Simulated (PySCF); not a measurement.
# C(2+): excitation energy

C(2+) [He] 2s2 (1S) → C(2+) [He] 2s1 3s1 (3S), as a difference of total energies. Computed with PySCF 2.14 in aug-cc-pwCVTZ (7s6p4d2f, 59 functions), with the non-relativistic Hamiltonian (point nucleus). Correlated levels: valence and next inner shell: nothing frozen. The calculations carry no spin-orbit coupling.

```
                                method  excitation energy (cm⁻¹)
                                   UHF                    224290
    MP2 (valence and next inner shell)                    233520
SCS-MP2 (valence and next inner shell)                    236100
   CCSD (valence and next inner shell)                    238150
CCSD(T) (valence and next inner shell)                    238270
```

The promoted electron is Rydberg-like, and one or two diffuse shells describe it only roughly, which tends to raise the upper state.
